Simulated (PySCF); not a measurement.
**Computed properties of Si(H)2(NCO)(OH) (CH3NO2Si), SMILES O=C=N[SiH2]O**

Si(H)2(NCO)(OH) (CH3NO2Si), SMILES O=C=N[SiH2]O. Coordinates come from a PBE0-D3(BJ)/def2-SVP optimisation. Other conformers were not sampled. All values are computed for the isolated molecule unless a solvent is named; none is compared with measurement here.

**Structure.** All 18 harmonic modes at PBE0-D3(BJ)/def2-SVP (PySCF) are real, so it is a minimum. With heavy atoms numbered as in [SiH2:1]([OH:2])[N:3]=[C:4]=[O:5], the shortest bond between them is C4–O5 at 1.168 Å and the longest Si1–N3 at 1.724 Å.

**Vibrations.** The strongest infrared lines (harmonic, unscaled, degenerate partners summed) lie at 2488 cm⁻¹ (1485 km/mol, C 69 %, N 19 %, O 12 %), 939 cm⁻¹ (357 km/mol, H 80 %, Si 14 %), 835 cm⁻¹ (183 km/mol, H 61 %, O 30 %, Si 9 %). The softest mode is at 57 cm⁻¹ and the zero-point energy is 28.8 kcal/mol.

**Electronic structure.** CAM-B3LYP/def2-TZVP (PySCF) places the frontier levels at -10.01 and 0.76 eV, a gap of 10.77 eV, and gives a dipole moment of 2.07 D and a mean polarisability of 47.3 bohr³.

**Excitations.** TDDFT-ωB97X/def2-SVPD (PySCF) has S1 at 7.14 eV (174 nm, f = 0.002, dark); the most intense of the 10 singlets computed lies at 9.21 eV (f = 0.34). T1 (TDA) is at 6.74 eV. No vertical singlet excitation falls in the visible range (under 3.1 eV).

**NMR.** GIAO shifts at PBE0/pcSseg-1 (PySCF) (non-relativistic, atoms alike by connectivity averaged): ¹³C at 127.7 ppm against TMS; ¹H from 2.0 to 5.2 ppm against TMS; ²⁹Si at -50.1 ppm against TMS.
